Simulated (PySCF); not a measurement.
Sb(Br)2(Me) (CH3Br2Sb), SMILES [Br][Sb]([Br])[CH3].

The structure is a stationary point at PBE0-D3(BJ)/def2-SVP. The structure was generated by enumeration; whether it is a known compound was not checked. The def2 effective core potentials stand for the cores of Sb; spin–orbit coupling is left out.

All values below come from C-PCM-PBE0/def2-SVP (PySCF).

The values are the electrostatic part of the solvation free energy, E(continuum) − E(gas) at the gas-phase geometry, in a cavity of scaled van der Waals radii (PySCF's table); cavitation and dispersion terms are not included. A continuum can't describe solvent molecules that bind to the metal. In vacuum the orbital gap is 5.54 eV. The dipole moment in vacuum is 3.08 D.

Computed values in water (ε = 78.36), acetonitrile (ε = 35.69), toluene (ε = 2.37):
```tsv
solvent	ε	ΔG(elec) (kcal/mol)	dipole (D)	gap (eV)
water	78.36	-4.8	4.47	5.62
acetonitrile	35.69	-4.7	4.44	5.61
toluene	2.37	-2.5	3.78	5.58
```
